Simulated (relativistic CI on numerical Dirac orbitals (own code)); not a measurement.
**Energy levels of Sr¹⁷⁺**

Computed by Dirac-Coulomb-Breit CI, separate exchange-only KLI orbitals for each configuration, QED by a radiative potential, unscaled Slater integrals (own radial code, finite nucleus).

Configuration list (outside the closed core [Ne]): 3s2 3p6 3d3, 3s2 3p5 3d4, 3s 3p6 3d4, 3s2 3p6 3d2 4s, 3s2 3p6 3d2 4p, 3s2 3p6 3d2 4d, 3s2 3p6 3d2 4f, 3s2 3p5 3d3 4s, 3s2 3p5 3d3 4p, 3s2 3p6 3d 4s 4p, 3s2 3p6 3d2 5s, 3p6 3d5, 3p5 3d6, 3s2 3p6 3d 4s2, 3s2 3p6 4s2 4p, 3s2 3p6 4s2 4d, 3s2 3p6 4s2 4f, 3s2 3p6 3d 4p2, 3s2 3p6 4s 4p2, 3s2 3p6 4p3, 3s2 3p6 4p2 4d, 3s2 3p6 4p2 4f. Double excitations out of closed p, d and f shells are left out; levels of such configurations are missing from the list, as are those of other unlisted configurations, and high levels can miss mixing partners. These lack a partner that the ground configuration has and come out too high: 3s2 3p5 3d3 4s, 3s2 3p5 3d3 4p.

The lowest level is 3s2 3p6 3d3 4F_3/2, with 95 % of that term; Hund's rules for 3s2 3p6 3d3 give 4F with J = 3/2, in agreement.

```csv
No.,Configuration,Term,J,E (cm⁻¹),%,jj configuration (%)
1,3s2 3p6 3d3,4F,3/2,0,95,3d3/2^3 (53)
2,3s2 3p6 3d3,4F,5/2,8333,98,3d3/2^2 3d5/2 (84)
3,3s2 3p6 3d3,4F,7/2,17379,97,3d3/2 3d5/2^2 (67)
4,3s2 3p6 3d3,4F,9/2,26175,92,3d3/2 3d5/2^2 (51)
5,3s2 3p6 3d3,4P,3/2,51275,67,3d3/2^2 3d5/2 (66)
6,3s2 3p6 3d3,4P,1/2,53528,87,3d3/2^2 3d5/2 (86)
7,3s2 3p6 3d3,2G,7/2,61889,96,3d3/2 3d5/2^2 (53)
8,3s2 3p6 3d3,2G,9/2,65433,54,3d3/2^2 3d5/2 (71)
9,3s2 3p6 3d3,4P,5/2,66065,96,3d3/2 3d5/2^2 (65)
10,3s2 3p6 3d3,2D,3/2,76852,54,3d3/2 3d5/2^2 (83)
11,3s2 3p6 3d3,2P,1/2,82204,87,3d3/2 3d5/2^2 (86)
12,3s2 3p6 3d3,2H,11/2,88564,100,3d3/2 3d5/2^2 (100)
13,3s2 3p6 3d3,2H,9/2,90531,60,3d5/2^3 (52)
14,3s2 3p6 3d3,2D,5/2,93363,95,3d3/2 3d5/2^2 (59)
15,3s2 3p6 3d3,2P,3/2,103083,59,3d5/2^3 (86)
16,3s2 3p6 3d3,2F,7/2,128577,98,3d3/2 3d5/2^2 (79)
17,3s2 3p6 3d3,2F,5/2,130951,96,3d3/2 3d5/2^2 (49)
18,3s2 3p6 3d3,2D,5/2,197461,96,3d5/2^3 (46)
19,3s2 3p6 3d3,2D,3/2,199532,100,3d3/2 3d5/2^2 (87)
20,3p5 3d4(5D),6D°,7/2,824458,84,3p3/2^3 3d3/2^2 3d5/2^2 (55)
21,3p5 3d4(5D),6D°,5/2,825860,82,3p3/2^3 3d3/2^3 3d5/2 (43)
22,3p5 3d4(5D),6D°,9/2,826876,88,3p3/2^3 3d3/2^2 3d5/2^2 (40)
23,3p5 3d4(5D),6D°,3/2,830454,82,3p3/2^3 3d3/2^2 3d5/2^2 (38)
24,3p5 3d4(5D),6D°,1/2,837389,89,3p3/2^3 3d3/2^3 3d5/2 (38)
25,3p5 3d4(5D),6F°,11/2,872926,96,3p3/2^3 3d3/2^2 3d5/2^2 (40)
26,3p5 3d4(5D),6F°,9/2,887723,77,3p3/2^3 3d3/2^2 3d5/2^2 (41)
27,3p5 3d4(5D),6P°,3/2,893674,52,3p3/2^3 3d3/2^3 3d5/2 (47)
28,3p5 3d4(5D),6F°,7/2,894141,59,3p3/2^3 3d3/2^2 3d5/2^2 (49)
29,3p5 3d4(5D),6F°,5/2,895557,39,3p3/2^3 3d3/2^2 3d5/2^2 (52)
30,3p5 3d4(3F),4D°,1/2,899398,68,3p3/2^3 3d3/2^2 3d5/2^2 (53)
31,3p5 3d4(5D),6P°,3/2,901579,21,3p3/2^3 3d3/2^4 (31)
32,3p5 3d4(3F),4D°,7/2,904523,53,3p3/2^3 3d3/2^3 3d5/2 (39)
33,3p5 3d4(3G),4F°,5/2,908251,41,3p3/2^3 3d3/2^2 3d5/2^2 (43)
34,3p5 3d4(3G),4F°,3/2,912645,55,3p3/2^3 3d3/2^2 3d5/2^2 (49)
35,3p5 3d4(3F),4F°,9/2,917403,55,3p3/2^3 3d3/2^3 3d5/2 (57)
36,3p5 3d4(5D),6P°,5/2,924364,41,3p3/2^3 3d3/2^2 3d5/2^2 (39)
37,3p5 3d4(3P),4P°,3/2,924994,40,3p3/2^3 3d3/2^2 3d5/2^2 (45)
38,3p5 3d4(3F),4F°,7/2,925629,57,3p3/2^3 3d3/2^3 3d5/2 (39)
39,3p5 3d4(3H),4H°,11/2,925873,56,3p3/2^3 3d3/2^2 3d5/2^2 (84)
40,3p5 3d4(3H),4H°,13/2,929522,67,3p3/2^3 3d3/2^2 3d5/2^2 (79)
41,3p5 3d4(3H),4H°,7/2,931982,41,3p3/2^3 3d3/2^2 3d5/2^2 (47)
42,3p5 3d4(3F),4G°,9/2,932824,40,3p3/2^3 3d3/2^2 3d5/2^2 (51)
43,3p5 3d4(3F),4F°,5/2,933221,36,3p3/2^3 3d3/2^2 3d5/2^2 (54)
44,3p5 3d4(3F),4G°,11/2,934363,71,3p3/2^3 3d3/2^3 3d5/2 (51)
45,3p5 3d4(5D),6F°,1/2,936156,59,3p3/2^3 3d3/2^3 3d5/2 (25)
46,3p5 3d4(3H),4I°,15/2,941459,95,3p3/2^3 3d3/2^2 3d5/2^2 (62)
47,3p5 3d4(3P),4P°,5/2,942394,40,3p3/2^3 3d3/2^2 3d5/2^2 (35)
48,3p5 3d4(3H),2G°,9/2,943612,39,3p3/2^3 3d3/2^2 3d5/2^2 (74)
49,3p5 3d4(3G),4F°,3/2,943959,33,3p3/2^3 3d3/2 3d5/2^3 (35)
50,3p5 3d4(3F),4G°,7/2,947586,57,3p3/2^3 3d3/2^2 3d5/2^2 (57)
51,3p5 3d4(3H),4G°,5/2,949302,49,3p3/2^3 3d3/2^2 3d5/2^2 (41)
52,3p5 3d4(3P),4D°,7/2,952809,59,3p3/2^3 3d3/2^2 3d5/2^2 (52)
53,3p5 3d4(3P),2D°,3/2,953828,36,3p3/2^3 3d3/2^2 3d5/2^2 (25)
54,3p5 3d4(3D),4P°,1/2,955116,85,3p3/2^3 3d3/2^2 3d5/2^2 (35)
55,3p5 3d4(3F),4G°,9/2,956118,31,3p3/2^3 3d3/2^2 3d5/2^2 (72)
56,3p5 3d4(3F),4F°,3/2,962325,37,3p3/2^3 3d3/2^2 3d5/2^2 (48)
57,3p5 3d4(3G),4G°,11/2,962359,48,3p3/2^3 3d3/2 3d5/2^3 (51)
58,3p5 3d4(3H),4I°,13/2,964568,53,3p3/2^3 3d3/2 3d5/2^3 (58)
59,3p5 3d4(3P),4P°,1/2,967138,50,3p3/2^3 3d3/2 3d5/2^3 (36)
60,3p5 3d4(3P),4P°,5/2,968079,35,3p3/2^3 3d3/2^2 3d5/2^2 (31)
61,3p5 3d4(5D),4F°,5/2,968948,41,3p3/2^3 3d3/2^2 3d5/2^2 (33)
62,3p5 3d4(3D),4P°,3/2,969209,32,3p3/2^3 3d3/2 3d5/2^3 (37)
63,3p5 3d4(5D),6P°,7/2,970473,27,3p1/2 3p3/2^4 3d3/2^2 3d5/2^2 (31)
64,3p5 3d4(3G),2H°,9/2,975165,59,3p3/2^3 3d3/2 3d5/2^3 (49)
65,3p5 3d4(3P),4D°,7/2,975877,43,3p3/2^3 3d3/2^2 3d5/2^2 (21)
66,3p5 3d4(3G),4H°,13/2,975987,90,3p3/2^3 3d3/2 3d5/2^3 (56)
67,3p5 3d4(3G),4H°,11/2,977364,50,3p3/2^3 3d3/2^2 3d5/2^2 (77)
68,3p5 3d4(3P),2D°,3/2,980440,44,3p3/2^3 3d3/2^2 3d5/2^2 (42)
69,3p5 3d4(3H),2I°,11/2,981871,26,3p3/2^3 3d3/2 3d5/2^3 (41)
70,3p5 3d4(3P),4P°,5/2,982622,40,3p3/2^3 3d3/2 3d5/2^3 (28)
```

Energies count from the lowest computed level; ° marks odd parity. Percentages are summed over parent terms; the parents shown are those of the largest component, closed shells are left out there. Filled j subshells are mostly left out of the jj labels.

The mean weight of the leading LS term, summed over parents, in these 70 levels is 62 %, and that of the leading jj configuration (from the same eigenvectors) 52 %.

At this charge energies of transitions that change n are usually good to better than 1 %, and those within a shell (Δn = 0) to a few per cent. Terms inside the open d or f shell come out 10 to 20 % too wide with unscaled integrals.

Landé's interval rule says that E(J) − E(J−1) = AJ with one A. For the ground term the intervals give A = 3333.1, 2584.7, 1954.6 cm⁻¹ for J = 5/2, 7/2, 9/2; the multiplet is regular.

LS names give the leading component of a level, which can be under half, so a name can repeat, a term be missing and a line seem to break the LS rules.
